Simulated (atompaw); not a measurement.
# An all-electron radial function and its pseudo partner (Gd (Z = 64))

Columns: radius, all-electron u(r) and pseudo u(r) of the 6s shell (level -21.15 eV) of gadolinium in the configuration [Kr] 4d10 4f7 5s2 5p6 5d0 6s0 6p0; PBEsol, non-relativistic, PAW (atompaw) scheme, atompaw 4.2.0.5.

```csv
r (bohr),all-electron,pseudo
0.115,0.0010,0.1169
0.231,0.1284,0.2289
0.346,-0.1162,0.3284
0.462,-0.2292,0.4122
0.577,-0.1447,0.4748
0.692,0.0253,0.5139
0.808,0.1912,0.5280
0.923,0.3063,0.5164
1.038,0.3611,0.4803
1.154,0.3606,0.4212
1.269,0.3161,0.3436
1.385,0.2397,0.2503
1.500,0.1443,0.1477
1.615,0.0391,0.0399
1.731,-0.0694,-0.0693
1.846,-0.1738,-0.1738
1.962,-0.2719,-0.2719
2.077,-0.3594,-0.3594
2.192,-0.4359,-0.4359
2.308,-0.5013,-0.5013
2.423,-0.5543,-0.5543
2.538,-0.5962,-0.5962
2.654,-0.6278,-0.6278
2.769,-0.6496,-0.6496
2.885,-0.6627,-0.6627
3.000,-0.6680,-0.6680
```

Problem. How many radial nodes do the two functions have?

Solution. The all-electron 6s function has n − l − 1 = 5 (the table is too coarse to show those close to the nucleus); the pseudo-wave has 1, since 1 lower shell of the same l stays in the valence.

Problem. At about which radius was the pseudo-wave matched?

Solution. 2.05 bohr. The columns agree to 0.0005 from 1.73 bohr on; several derivatives are matched, so the curves merge somewhat inside the radius.

Problem. Is the pseudo-wave norm-conserving?

Solution. No, it belongs to a PAW set: the norm inside the radius is not constrained, and the difference is carried by the augmentation charge.
